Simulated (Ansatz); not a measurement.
Total energies of CH$_{4}$OSSi (`O[SiH]1CS1`).

```tsv
atom	x (Å)	y (Å)	z (Å)
O1	-1.8179	0.4819	0.4437
Si2	-0.5968	-0.2431	-0.3608
C3	1.1626	0.1913	-0.1091
S4	0.7432	-1.5090	0.5944
H5	-1.7088	0.6042	1.3892
H6	-1.1126	-0.5635	-1.7004
H7	1.8817	0.1398	-0.9216
H8	1.4486	0.8984	0.6646
```

The species carries charge 0 and has multiplicity 1. The geometry is a stationary point of PBE0-D4/def2-TZVP. It is one conformer, not always the lowest. Basis def2-TZVPP, Ansatz 0.2.0.

RPA on PBE orbitals: Hartree–Fock energy of these orbitals -801.59697 Eh, correlation -1.14291 Eh (frozen core).

```
functional  energy without D4 (Eh)  D4 term (kJ/mol)
     B3LYP              -803.58377             -28.7
 CAM-B3LYP              -803.51360             -15.0
```

Q: Give the same for LDA (SPW92), PBE, revPBE, BLYP, r2SCAN, B97M-V, PBE0, r2SCANh, r2SCAN0, HSE06 (plane-wave form), BHLYP, LC-ωPBE, ωB97X-V, ωB97M-V, B2PLYP, PBE-QIDH. (Best estimate.)

A: The calculation gave: 
```tsv
functional	energy without D4 (Eh)	D4 term (kJ/mol)
LDA (SPW92)	-800.10638	–
PBE	-803.09247	-17.6
revPBE	-803.37584	-51.9
BLYP	-803.50550	-38.9
r2SCAN	-803.43450	-4.0
B97M-V	-803.35174	–
PBE0	-803.15799	-14.7
r2SCANh	-803.42459	-4.3
r2SCAN0	-803.41070	-4.8
HSE06 (plane-wave form)	-803.13843	-13.8
BHLYP	-803.47992	-22.8
LC-ωPBE	-803.26952	–
ωB97X-V	-803.40190	–
ωB97M-V	-803.46299	–
B2PLYP	-803.21426	–
PBE-QIDH	-802.97249	–
```

B3LYP takes the VWN-RPA correlation (the form of Gaussian; ORCA's B3LYP/G). HSE06 is the plane-wave form, built on full-range PBE exchange. The double hybrids freeze the cores in their second-order part.

LC-ωPBE has ω = 0.4 bohr⁻¹.
